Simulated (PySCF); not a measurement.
BH₅OSn.
Bonds: B1–O2, O2–Sn3. Hydrogens: H4, H5 on B1; H6, H7, H8 on Sn3.

Method: PBE0-D3(BJ)/def2-SVP geometry optimisation, gas phase, def2 core potentials past Kr in PySCF 2.14.0; density fitting, grid level 1; the optimiser is geomeTRIC in internal coordinates, started from a GFN2-xTB structure with every atom displaced at random (about 0.01 Å).

Step 2: E = -8631.2121 eV
```
atom  x, y, z in Å  |  force x, y, z in eV/Å
B1      1.6649   -0.2024    0.4066   -0.152  -0.247  -0.242
O2      0.5115    0.4525    0.5392    0.105   0.364   0.332
Sn3    -1.3104    0.2059   -0.2613   -0.004  -0.025  -0.017
H4      1.7039   -1.1677   -0.3440    0.221  -0.058   0.025
H5      2.6436    0.1718    1.0314   -0.096  -0.009  -0.044
H6     -1.5828    1.6702   -1.0778   -0.034   0.086  -0.060
H7     -1.2658   -1.1487   -1.2913    0.034  -0.091  -0.055
H8     -2.3070   -0.0003    1.0993   -0.074  -0.019   0.062
```

Step 3: E = -8631.2220 eV
```
atom  x, y, z in Å  |  force x, y, z in eV/Å
B1      1.6451   -0.2173    0.3891    0.092   0.038   0.051
O2      0.5065    0.4636    0.5488    0.246   0.012   0.102
Sn3    -1.3106    0.2171   -0.2521   -0.123  -0.046  -0.102
H4      1.7533   -1.1901   -0.3456   -0.144   0.034  -0.019
H5      2.6124    0.1699    1.0169    0.041  -0.014   0.003
H6     -1.5910    1.6752   -1.0775   -0.034   0.086  -0.054
H7     -1.2407   -1.1408   -1.2753    0.012  -0.096  -0.069
H8     -2.3170    0.0035    1.0978   -0.089  -0.015   0.087
```

Problem. Estimate the geometry and energy of step 4. (The exact step hangs on the optimiser's Hessian estimate; all steps are aligned on step 3, rigid shifts and turns removed.)

Solution. E = -8631.2318 eV, largest force 0.087 eV/Å
```
atom  x, y, z in Å  |  force x, y, z in eV/Å
B1      1.6480   -0.2117    0.3947   -0.032  -0.022  -0.044
O2      0.5176    0.4800    0.5674    0.035   0.049   0.063
Sn3    -1.3065    0.2185   -0.2494    0.011  -0.049  -0.051
H4      1.7097   -1.1785   -0.3525   -0.042   0.007  -0.006
H5      2.6341    0.1503    1.0076    0.013   0.004   0.011
H6     -1.6008    1.6769   -1.0895    0.002  -0.028   0.021
H7     -1.2106   -1.1512   -1.2725    0.004   0.030   0.025
H8     -2.3336   -0.0029    1.0964    0.010   0.009  -0.020
```

The energy changes by -0.0098 eV. The first-order estimate −F·Δx gives -0.0164 eV and the mean of the old and new forces, exact on a quadratic surface, -0.0098 eV. The step makes an angle of 58° with the force vector and moves no atom by more than 0.046 Å.

What follows is the cost of the whole optimisation. On Arm Neoverse V2, one thread (shared host), this took 16 s and 0.35 GiB of memory at its peak.
